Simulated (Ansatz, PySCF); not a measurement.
System: CaO (charge 0, singlet). SMILES: [O]=[Ca]
Geometry: optimised at B3LYP-D3(BJ)/def2-TZVP (Ansatz, a first-principles code).

Property: vertical triplet-singlet gap, E(triplet) - E(singlet), in eV. Conventions: 6-311+G** with 5d; each state is the SCF solution reached for its charge and spin; non-relativistic; LANL2DZ with its own core potentials from Na on; spin-orbit terms left out; 6-31G* and kin with 6d, 5d where marked; open shells spin-unrestricted; valence correlation only (noble-gas shells and the d and f shells of earlier blocks; the outer core of K, Ca and congeners matters and is frozen too). First-principles rows: single points at B3LYP-D3(BJ) geometries (Ansatz). Levels can end on unlike triplets.

```tsv
level	program	vertical triplet-singlet gap, E(triplet) - E(singlet) (eV)
HF/6-31G*	Ansatz	-1.07
PBE/6-31G* with LANL2DZ past Ar	Ansatz	0.36
B3LYP/STO-3G	Ansatz	-0.27
B3LYP/3-21G	Ansatz	-0.28
B3LYP/6-31G*	Ansatz	1.34
B3LYP/6-31G* with LANL2DZ past Ar	Ansatz	-0.22
B3LYP/6-311+G**	Ansatz	1.27
M06-2X/6-31G* with LANL2DZ past Ar (5d)	PySCF	-0.83
MP2/6-31G*	Ansatz	1.49
PBE/def2-TZVPD	Ansatz	1.74
wB97M-V/def2-TZVPD	Ansatz	1.24
wB97X-V/def2-TZVPD	Ansatz	1.17
```

No value to compare with is used here. The 9 habitual levels span -1.07 (HF/6-31G*) to 1.49 eV (MP2/6-31G*); wB97M-V/def2-TZVPD gives 1.24.

The levels are drawn from those run, B3LYP/6-31G* more often than the rest, none by its result; runs whose electronic state is in doubt are left out.
